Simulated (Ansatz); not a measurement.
Reaction (substitution at a C–O bond): `[GeH3][O]C[TeH]` + H–F → `FC[TeH]` + `[OH][GeH3]`

Program: Ansatz. Geometries: PBE0-D4/def2-TZVP. ΔE: electronic, gas phase. CCSD(T)/CBS is the MP2 limit (def2-TZVPP, def2-QZVPP) plus CCSD(T) − MP2 in def2-TZVPP, frozen cores. This one scheme is used for every species. DFT in def2-TZVPP. B3LYP here is the variant with VWN-RPA as its local correlation; programs differ in this. def2 core potentials past Kr. For Ge, Te outer-core shells are correlated without core-valence functions, which leaves a few kJ/mol of doubt a bond. Scalar relativity is left out up to krypton. One conformer a species, not always the lowest.

| level | ΔE (kcal/mol) | difference from CCSD(T)/CBS |
| --- | --- | --- |
| PBE-D4 | 0.0 | -2.2 |
| r2SCAN-D4 | -0.8 | -3.0 |
| PBE0-D4 | 0.5 | -1.7 |
| B3LYP-D4 | 0.1 | -2.1 |
| ωB97X-V | -0.8 | -3.0 |
| ωB97M-V | -0.5 | -2.7 |
| B2PLYP | -0.4 | -2.6 |
| PBE | -1.5 | -3.7 |
| r2SCAN | -1.3 | -3.5 |
| PBE0 | -0.8 | -3.0 |
| B3LYP | -2.3 | -4.5 |
| HF/def2-TZVPP | -2.6 | -4.8 |
| MP2/def2-TZVPP | 3.3 | 1.1 |
| SCS-MP2/def2-TZVPP | 1.7 | -0.5 |
| CCSD/def2-TZVPP | 1.1 | -1.1 |
| CCSD(T)/def2-TZVPP | 1.7 | -0.5 |
| HF/def2-QZVPP | -2.5 | -4.7 |
| MP2/def2-QZVPP | 3.6 | 1.4 |
| SCS-MP2/def2-QZVPP | 2.0 | -0.2 |
| HF/CBS(def2) | -2.5 | -4.7 |
| MP2/CBS(def2) | 3.8 | 1.6 |
| CCSD/CBS(def2) | 1.6 | -0.6 |
| CCSD(T)/CBS | 2.2 | 0 |

Largest T1 diagnostic among the species: 0.012.

The D4 term adds +2.4 kcal/mol with B3LYP and +1.4 kcal/mol with PBE0; it sums over pairs of atoms, weighted by their polarisabilities, and B3LYP, whose exchange is more repulsive, gets the larger term. In def2-TZVPP, CCSD(T) changes the Hartree–Fock value by +4.3 kcal/mol (the triples alone add +0.6 kcal/mol) and MP2 by +5.8 kcal/mol.
